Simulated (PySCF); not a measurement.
Compound: C₆H₅ClO₂.
Atom-mapped SMILES: `[CH3:1][c:2]1[cH:3][cH:4][c:5]([C:6](=[O:7])[Cl:8])[o:9]1` (hydrogens: H10, H11, H12 on C1; H13 on C3; H14 on C4)

Vertical excitations from PySCF (density fitting, frozen core in the response, grid level 2 and gas phase unless stated; continuum runs use non-equilibrium linear response for the excitations) on a GFN2-xTB geometry. Reference run:

| settings | S1, eV (f) | S2, eV (f) | S3, eV (f) | S4, eV (f) | S5, eV (f) | S6, eV (f) | T1, eV (Tamm–Dancoff) | mean α (au) |
| --- | --- | --- | --- | --- | --- | --- | --- | --- |
| wB97X-D/def2-SVPD, full TDDFT, 8 singlets | 4.76 (0.000) | 4.82 (0.436) | 6.06 (0.000) | 6.22 (0.017) | 6.46 (0.037) | 6.98 (0.000) | 3.11 | 94.1 |

**Question.** What do these settings give: (1) HCTH407/pcSseg-1, IEF-PCM cyclohexane, start guess sap, TDA, 3 singlets; (2) B97-D/MINI, level shift 0.1 Eh, TDA, 25 singlets; (3) PBE0/pcseg-1, IEF-PCM chloroform, TDA, 25 singlets; (4) revPBE/6-31G, full TDDFT, 1 singlet?

**Answer.** 
```tsv
settings	S1, eV (f)	S2, eV (f)	S3, eV (f)	S4, eV (f)	S5, eV (f)	S6, eV (f)	T1, eV (Tamm–Dancoff)	mean α (au)
HCTH407/pcSseg-1, IEF-PCM cyclohexane, start guess sap, TDA, 3 singlets	4.34 (0.000)	4.69 (0.590)	5.01 (0.000)	–	–	–	3.02	93.9
B97-D/MINI, level shift 0.1 Eh, TDA, 25 singlets	3.52 (0.000)	4.09 (0.000)	4.50 (0.076)	5.35 (0.334)	5.72 (0.000)	5.90 (0.195)	3.23	56.6
PBE0/pcseg-1, IEF-PCM chloroform, TDA, 25 singlets	4.86 (0.001)	4.87 (0.703)	5.95 (0.000)	6.08 (0.069)	6.38 (0.049)	6.85 (0.000)	–	101.3
revPBE/6-31G, full TDDFT, 1 singlet	4.16 (0.000)	–	–	–	–	–	–	77.0
```

(1) S1 moves by -0.42 eV; functional, basis, environment and response scheme change together, so the shift can't be laid on one. (2) S1 moves by -1.24 eV; functional, basis and response scheme change together, so the shift can't be laid on one. (3) S1 moves by +0.10 eV; functional, basis, environment and response scheme change together, so the shift can't be laid on one. (4) S1 moves by -0.60 eV; functional and basis change together, so the shift can't be laid on one. States are counted by energy in each run and needn't keep their character from row to row.

**Question.** Which orbital pairs make up S1 in each run, and how does it sit against the orbital gap?

**Answer.** 
```
                                                               settings  S1 configurations (weight)  S1 (eV)  orbital gap (eV)  S1 − gap (eV)
                              wB97X-D/def2-SVPD, full TDDFT, 8 singlets                  H−1→L 0.89     4.76              8.63          -3.87
HCTH407/pcSseg-1, IEF-PCM cyclohexane, start guess sap, TDA, 3 singlets                  H−1→L 0.99     4.34              3.43          +0.91
                       B97-D/MINI, level shift 0.1 Eh, TDA, 25 singlets                    H→L 0.99     3.52              3.42          +0.10
                     PBE0/pcseg-1, IEF-PCM chloroform, TDA, 25 singlets                  H−1→L 0.95     4.86              5.17          -0.31
                                    revPBE/6-31G, full TDDFT, 1 singlet                  H−1→L 0.99     4.16              3.57          +0.59
```

Where S1 or the frontier orbitals are degenerate, the weights hang on an arbitrary mixing within the set.

The structure is a single GFN2-xTB conformer; no vibrational corrections.

The values belong to the conformer `[CH3:1][c:2]1[cH:3][cH:4][c:5]([C:6](=[O:7])[Cl:8])[o:9]1`: C4–C5–C6–O7 0°.

B97-D and wB97X-D is run here without its empirical dispersion term; that term would change no orbital, density or response property at a fixed geometry.
